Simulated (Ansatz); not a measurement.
A made-up structure of ZnBNH4, singlet:

| atom | x (Å) | y (Å) | z (Å) |
| --- | --- | --- | --- |
| B1 | -1.0045 | 0.3069 | -0.5386 |
| N2 | 0.0600 | 0.5157 | 0.3340 |
| Zn3 | 1.3634 | -0.7670 | 0.5326 |
| H4 | -1.0537 | -0.7276 | -1.1590 |
| H5 | -1.8668 | 1.1320 | -0.6828 |
| H6 | 0.8289 | -0.8952 | 1.9605 |
| H7 | 2.4232 | -1.8481 | 0.6729 |

It is relaxed with PBE-D4/def2-SVP and then PBE0-D4/def2-TZVP (Ansatz 0.2.0). Atoms count as bonded within 1.22 times the sum of their covalent radii (H–H: 0.88 Å). The end point is not checked to be a true minimum.

Task: Does its bonding change? (A judgement: the text doesn't fix the answer.)

Result: The calculation gives: Yes. Formed: N2–H6; broken: Zn3–H6.

Where it ends: The first stage lowers the energy by 5.16 eV in 20 steps. It ends as ZnBNH₄ ([BH2][NH][ZnH]):
| atom | x (Å) | y (Å) | z (Å) |
| --- | --- | --- | --- |
| B1 | -0.9265 | 0.0386 | -0.2796 |
| N2 | -0.1165 | -0.5444 | 0.6909 |
| Zn3 | 1.6975 | -0.6918 | 0.4239 |
| H4 | -2.1137 | 0.1437 | -0.1234 |
| H5 | -0.4168 | 0.4443 | -1.2961 |
| H6 | -0.5666 | -0.8754 | 1.5314 |
| H7 | 3.1932 | -0.7984 | 0.1725 |

Labels in which every atom is bracketed show which atoms are joined, not bond orders.

For scale, one of the runs: PBE0-D4/def2-TZVP relaxation, 134 basis functions, launched by `ansatz run in.yaml --threads 2 --pin off --events-out ev --progress --plain --max-ram 4352MiB`. The run took about 21 s on 2 CPU threads of an Arm Neoverse V1 (shared host).
